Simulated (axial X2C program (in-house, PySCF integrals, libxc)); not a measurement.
**Worked dissociation energy of FePb: PBEsol, non-relativistic**

All values were computed with an in-house relativistic program for diatomic molecules. The Hamiltonian is the X2C one with the speed of light multiplied by 100, which is the non-relativistic limit. Basis: Pb dyall-v2z [9s8p7d4f], Fe dyall-v2z [7s7p4d2f] (cores contracted in-house); Gaussian nuclei, density fitting, unrestricted open shells. Masses: Pb 207.977 u, Fe 55.935 u.

Molecular state: M_S = 1, Λ = 0 (beyond evenly filled blocks: δ+α, δ-α).

* E(Pb) (2M_S = 2, M_L = 1): -19522.533692 hartree
* E(Fe) (2M_S = 4, M_L = 2): -1262.249007 hartree
* E(FePb) at Re: -20784.885128 hartree
* ωe: 232.8 cm⁻¹
* ωexe: 0.65 cm⁻¹

Work out De and D0.

De = -19522.533692 + (-1262.249007) − (-20784.885128) = 0.10243 hartree = 2.787 eV. The zero-point energy is ωe/2 − ωexe/4 = 116 cm⁻¹ = 0.014 eV, so D0 = 2.773 eV.

One determinant describes the state; a PBE0 search over occupations chose it and may have missed a lower one. De is counted from the lowest determinant-based energies of the atoms at the same level, without counterpoise correction. The functionals have no current-density term, which raises determinants with orbital currents, atoms included. At some level and bond length an empty orbital lies below a filled one. The determinant is spin-polarised beyond a pure state at some levels (its spin-free form has ⟨S²⟩ too high), which makes Re and μ there less reliable.

The levels of this run spread widely (ωe from 164 to 233 cm⁻¹), so these constants depend on the method.

Each atomic determinant is the lowest at this level and need not be a pure term. Totals compare only within one Hamiltonian and basis.
